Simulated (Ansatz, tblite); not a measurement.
Spin states of the cluster Cu₄Br₄⁺, each relaxed with PBE-D4/def2-SVP in Ansatz. Electronic energies in the gas phase.

The xTB rows come from tblite. HOMO above LUMO, or a gap near zero within one spin, warns that the state may not be the lowest or that an electron is smeared out. The structure comes from a short search, and lower isomers may exist.

Doublet geometry:

```xyz
8

Cu    0.276    1.424    0.747
Cu   -1.498   -0.381    0.763
Cu   -0.608    0.632   -1.463
Cu    0.903   -1.077   -0.092
Br   -1.997    1.858    0.067
Br    1.075   -0.594   -2.435
Br    2.350    0.508    1.068
Br   -0.500   -2.370    1.344
```

Quartet geometry (Cs within 0.1 Å):

| atom | x (Å) | y (Å) | z (Å) |
| --- | --- | --- | --- |
| Cu1 | -0.1386 | -1.3265 | 0.9698 |
| Cu2 | 0.0909 | -0.8608 | -1.5003 |
| Cu3 | -1.6103 | 0.3467 | -0.0824 |
| Cu4 | 1.0622 | 0.9549 | 0.0303 |
| Br5 | -2.4780 | -1.7398 | 0.7010 |
| Br6 | -0.7476 | 2.5238 | 0.0828 |
| Br7 | 1.7950 | -0.3659 | 1.8905 |
| Br8 | 2.0263 | 0.4676 | -2.0918 |

⟨S²⟩: doublet 0.75 at PBE0-D4/def2-SVP (pure 0.75), quartet 3.76 at PBE0-D4/def2-SVP (pure 3.75).

Run but left out: HF/STO-3G (doublet: ⟨S²⟩ 6.07, where a pure state has 0.75).

Only these spin states were relaxed. The quartet has other bonds than the doublet, so the gap mixes isomer and spin.

```tsv
level	quartet − doublet (kJ/mol)	lowest of these	remarks
GFN1-xTB	193.7	doublet	–
GFN2-xTB	432.0	doublet	–
LDA (SPW92)/def2-SVP	280.4	doublet	gap within one spin near zero (quartet)
PBE-D4/def2-SVP	258.2	doublet	–
revPBE-D4/def2-SVP	253.8	doublet	–
r2SCAN-D4/def2-SVP	274.4	doublet	–
PBE0-D4/def2-SVP	322.5	doublet	–
```

Change of the quartet − doublet gap on mixing in exact exchange, in kJ/mol: PBE to PBE0 (25 % exact exchange) 64.2.

The xTB methods have no spin-polarisation term.
